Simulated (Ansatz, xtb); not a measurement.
## Relative energy of two structures of AlF2H3O4Si

Structure X is `[OH][Al]([F])[O][Si](O)(O)F`, a singlet and structure Y is a singlet given by its coordinates. Both are isolated molecules in the gas phase, relaxed with PBE0-D4/def2-SVP; the shapes shown needn't be the lowest conformers.

X (Å):

```xyz
11

Al   -0.9536   -0.9060    1.2859
F    -0.5948    0.5773    1.9098
F     1.1610   -4.3581    1.0433
O    -2.5381   -1.4753    1.1805
O     0.3258   -1.8895    0.7229
O     1.0531   -3.4453   -1.4238
O    -1.2116   -3.8573   -0.0875
Si    0.3571   -3.3674    0.0557
H    -2.6222   -2.3519    0.7830
H     2.0095   -3.3628   -1.4754
H    -1.3830   -4.6501   -0.6049
```

Y (Å):

| atom | x (Å) | y (Å) | z (Å) |
| --- | --- | --- | --- |
| Al | -1.2935 | 1.1401 | -0.0736 |
| F | -1.7480 | 1.7675 | -1.5429 |
| F | -1.7298 | 1.9928 | 1.2833 |
| O | 1.1395 | -1.4027 | 1.3986 |
| O | 0.6136 | 0.8966 | -0.0692 |
| O | 1.1103 | -1.5977 | -1.1861 |
| O | -1.2108 | -0.6294 | 0.0663 |
| Si | 0.3906 | -0.8460 | 0.0652 |
| H | 0.7112 | -1.2291 | 2.2423 |
| H | 1.4247 | 1.4106 | -0.1294 |
| H | 0.6575 | -1.5597 | -2.0339 |

Close contacts (Å): Al1–F2 1.66, Al1–F3 1.66, Al1–O5 1.92, Al1–O7 1.78, Al1–Si8 2.61, O4–Si8 1.63, O5–Si8 1.76, O6–Si8 1.63, O7–Si8 1.62, O4–H9 0.96, O5–H10 0.96, O6–H11 0.96.

Problem. Estimate E(Y) − E(X) at the level CCSD(T)/def2-SVP + ΔMP2/def2-TZVPP.

Solution. Calculated at CCSD(T)/def2-SVP + ΔMP2/def2-TZVPP: E(Y) − E(X) = −9.7 kcal/mol, so structure Y lies lower.

The same difference at several levels:

```json
{"level": "PBE0-D4/def2-SVP", "geometry": "PBE0-D4/def2-SVP", "E(Y) − E(X) (kcal/mol)": "−14.7", "departure from the last row (kcal/mol)": "−4.9", "job, with rough time for the two": "optimisation, 4.7 min"}
{"level": "HF/def2-SVP", "geometry": "PBE0-D4/def2-SVP", "E(Y) − E(X) (kcal/mol)": "−11.8", "departure from the last row (kcal/mol)": "−2.0", "job, with rough time for the two": "part of the CCSD(T) run"}
{"level": "MP2/def2-SVP", "geometry": "PBE0-D4/def2-SVP", "E(Y) − E(X) (kcal/mol)": "−14.5", "departure from the last row (kcal/mol)": "−4.8", "job, with rough time for the two": "part of the CCSD(T) run"}
{"level": "CCSD(T)/def2-SVP", "geometry": "PBE0-D4/def2-SVP", "E(Y) − E(X) (kcal/mol)": "−14.4", "departure from the last row (kcal/mol)": "−4.7", "job, with rough time for the two": "single point"}
{"level": "CCSD(T)/def2-SVP + ΔMP2/def2-TZVPP", "geometry": "PBE0-D4/def2-SVP", "E(Y) − E(X) (kcal/mol)": "−9.7", "departure from the last row (kcal/mol)": "", "job, with rough time for the two": "single point, 2.4 min"}
```

None of the levels shown reverses the order. The largest departure from CCSD(T)/def2-SVP + ΔMP2/def2-TZVPP is that of PBE0-D4/def2-SVP, 4.9 kcal/mol. Levels run at GFN2-xTB geometries aren't shown. The last row adds to CCSD(T) the change of the MP2 difference between the two basis sets, here +4.7 kcal/mol, a large step that makes the value less sure.

With thermal terms from frequencies at re-optimised GFN2-xTB minima (ideal gas, soft modes damped towards free rotors, one conformer each, 298.15 K, 1 atm): on the last row, ΔE + ΔZPE = −9.1, ΔH = −9.7, ΔG = −7.9 kcal/mol.

The correlated steps freeze 16 core orbitals. Codes used: Ansatz 0.2.0, xtb 6.7.1; the last row on 2 threads of Arm Neoverse V1 on a shared host.
